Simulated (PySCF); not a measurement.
Mg(F)(NMe2) (C₂H₆FMgN), SMILES C[N](C)[Mg][F].

The structure is a stationary point at B3LYP-D3(BJ)/def2-SVP. The structure was generated by enumeration; whether it is a known compound was not checked. Other conformers were not sampled.

All values below come from C-PCM-M06-2X/def2-SVP run with PySCF.

The values are the electrostatic part of the solvation free energy, E(continuum) − E(gas) at the gas-phase geometry, in a cavity of scaled van der Waals radii (PySCF's table); cavitation and dispersion terms are not included. A continuum can't describe solvent molecules that bind to the metal. In vacuum the orbital gap is 6.24 eV. The dipole moment in vacuum is 1.92 D.

```csv
solvent,ε,ΔG(elec) (kcal/mol),dipole (D),gap (eV)
water,78.36,-14.9,1.50,6.62
ethylethanoate,5.99,___,___,___
chloroform,4.71,-11.6,1.62,6.54
```

**Question.** Complete the blanks. (Estimate from the structure and the level; the computed values follow.)

**Answer.** 
- ethylethanoate, ΔG(elec) (kcal/mol): -12.4
- ethylethanoate, dipole (D): 1.60
- ethylethanoate, gap (eV): 6.56
